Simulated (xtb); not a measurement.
C3H8OSi2, SMILES O[SiH2]C#CC[SiH3]. All values are semi-empirical tight-binding results from xtb (GFN2-xTB unless named), good for trends rather than for accurate numbers. Geometry optimised at GFN2-xTB. This is a generated structure with no PubChem entry under its InChIKey; it may be hypothetical. Other conformers were not sampled.

```yaml
orbital_gap: 4.86 eV
dipole_moment: 2.10 D
zero_point_energy: 56.4 kcal/mol
G − E(el) at 298.15 K (modified RRHO): 34.1 kcal/mol
static polarisability (D4 model): 95.3 bohr³
solvation energy, GFN2-xTB/ALPB(water): -3.6 kcal/mol
solvation energy, GFN2-xTB/ALPB(ch2cl2): -4.9 kcal/mol
```
